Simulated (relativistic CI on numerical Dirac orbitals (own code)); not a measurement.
## Rh+: L2,3 absorption edge

Computed with this model: Dirac-Coulomb-Breit CI, separate exchange-only KLI orbitals for each configuration, model QED, valence Slater integrals scaled by 0.7, multiplet model of core-to-valence dipole absorption; configurations [Kr] 4d8 → [He] 2s2 2p5 3s2 3p6 3d10 4s2 4p6 4d9; 300 K; Lorentzian 0.96 eV and Gaussian 0.5 eV FWHM. Energies are those of the free ion, without screening or charge transfer. The branching ratio is the share of the lower-energy edge in the whole absorption, uncertain by about 0.02 where the edges overlap. S is read from ⟨S²⟩ = S(S + 1).

Field parameters in Wybourne normalisation: Td as Oh with Dq negative (B⁴₀ = 21Dq, B⁴₄ = √(5/14) B⁴₀). The field is a parameter set, without covalency.

Computed curve for Td, 10Dq = -11150 cm⁻¹, scaled to 100 at the maximum (points under 2 are left out and the grid is thinned):

```json
{"Energy (eV)": "3000.3", "Intensity": "2.1"}
{"Energy (eV)": "3000.5", "Intensity": "2.3"}
{"Energy (eV)": "3000.6", "Intensity": "2.4"}
{"Energy (eV)": "3000.8", "Intensity": "2.7"}
{"Energy (eV)": "3001.0", "Intensity": "3.1"}
{"Energy (eV)": "3001.1", "Intensity": "3.3"}
{"Energy (eV)": "3001.3", "Intensity": "3.9"}
{"Energy (eV)": "3001.4", "Intensity": "4.2"}
{"Energy (eV)": "3001.6", "Intensity": "4.9"}
{"Energy (eV)": "3001.8", "Intensity": "5.8"}
{"Energy (eV)": "3001.9", "Intensity": "6.4"}
{"Energy (eV)": "3002.1", "Intensity": "7.8"}
{"Energy (eV)": "3002.3", "Intensity": "9.8"}
{"Energy (eV)": "3002.4", "Intensity": "11.0"}
{"Energy (eV)": "3002.6", "Intensity": "14.4"}
{"Energy (eV)": "3002.7", "Intensity": "16.6"}
{"Energy (eV)": "3002.9", "Intensity": "22.7"}
{"Energy (eV)": "3003.1", "Intensity": "32.3"}
{"Energy (eV)": "3003.2", "Intensity": "39.0"}
{"Energy (eV)": "3003.4", "Intensity": "56.6"}
{"Energy (eV)": "3003.6", "Intensity": "78.3"}
{"Energy (eV)": "3003.7", "Intensity": "88.3"}
{"Energy (eV)": "3003.9", "Intensity": "100.0"}
{"Energy (eV)": "3004.0", "Intensity": "99.6"}
{"Energy (eV)": "3004.2", "Intensity": "86.8"}
{"Energy (eV)": "3004.4", "Intensity": "66.2"}
{"Energy (eV)": "3004.5", "Intensity": "56.1"}
{"Energy (eV)": "3004.7", "Intensity": "39.3"}
{"Energy (eV)": "3004.9", "Intensity": "27.6"}
{"Energy (eV)": "3005.0", "Intensity": "23.4"}
{"Energy (eV)": "3005.2", "Intensity": "17.2"}
{"Energy (eV)": "3005.3", "Intensity": "15.0"}
{"Energy (eV)": "3005.5", "Intensity": "11.7"}
{"Energy (eV)": "3005.7", "Intensity": "9.5"}
{"Energy (eV)": "3005.8", "Intensity": "8.6"}
{"Energy (eV)": "3006.0", "Intensity": "7.1"}
{"Energy (eV)": "3006.2", "Intensity": "5.9"}
{"Energy (eV)": "3006.3", "Intensity": "5.4"}
{"Energy (eV)": "3006.5", "Intensity": "4.5"}
{"Energy (eV)": "3006.6", "Intensity": "4.2"}
{"Energy (eV)": "3006.8", "Intensity": "3.6"}
{"Energy (eV)": "3007.0", "Intensity": "3.1"}
{"Energy (eV)": "3007.1", "Intensity": "2.9"}
{"Energy (eV)": "3007.3", "Intensity": "2.5"}
{"Energy (eV)": "3007.5", "Intensity": "2.2"}
{"Energy (eV)": "3007.6", "Intensity": "2.1"}
{"Energy (eV)": "3146.0", "Intensity": "2.4"}
{"Energy (eV)": "3146.1", "Intensity": "2.9"}
{"Energy (eV)": "3146.3", "Intensity": "4.1"}
{"Energy (eV)": "3146.5", "Intensity": "5.7"}
{"Energy (eV)": "3146.6", "Intensity": "6.6"}
{"Energy (eV)": "3146.8", "Intensity": "8.2"}
{"Energy (eV)": "3147.0", "Intensity": "9.0"}
{"Energy (eV)": "3147.1", "Intensity": "8.9"}
{"Energy (eV)": "3147.3", "Intensity": "7.7"}
{"Energy (eV)": "3147.4", "Intensity": "6.8"}
{"Energy (eV)": "3147.6", "Intensity": "4.9"}
{"Energy (eV)": "3147.8", "Intensity": "3.5"}
{"Energy (eV)": "3147.9", "Intensity": "2.9"}
{"Energy (eV)": "3148.1", "Intensity": "2.2"}
```

The ground state has S = 1.00, and the centroid lies at 3016.28 eV.
